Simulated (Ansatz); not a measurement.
Reaction (silylene formation by 1,1-elimination): `N[SiH2]SS` → `SS` + `N[SiH]`

Isolated molecules relaxed with PBE0-D4/def2-TZVP in Ansatz; ΔE leaves out vibrations. CCSD(T)/CBS is the MP2 limit (def2-TZVPP, def2-QZVPP) plus CCSD(T) − MP2 in def2-TZVPP, frozen cores. This one scheme is used for every species. Functionals use def2-TZVPP. One conformer a species, not always the lowest.

```tsv
species	ωB97X-V energy (Eh)
`N[SiH2]SS`	-1143.57169
`SS`	-797.48786
`N[SiH]`	-345.99487
```

Task: Work out ΔE.

Result: ΔE = (-797.48786) + (-345.99487) − (-1143.57169) = 0.08896 Eh = +55.8 kcal/mol. CCSD(T)/CBS gives +54.7 kcal/mol.

Largest T1 diagnostic among the species: 0.015.

From BLYP to BHLYP (50 % exact exchange), in def2-TZVPP and without D4, ΔE moves by +8.3 kcal/mol. The D4 term adds +4.4 kcal/mol with B3LYP and +2.4 kcal/mol with PBE0; it sums over pairs of atoms, weighted by their polarisabilities, and B3LYP, whose exchange is more repulsive, gets the larger term.

B3LYP here is the variant with VWN-RPA as its local correlation; programs differ in this.
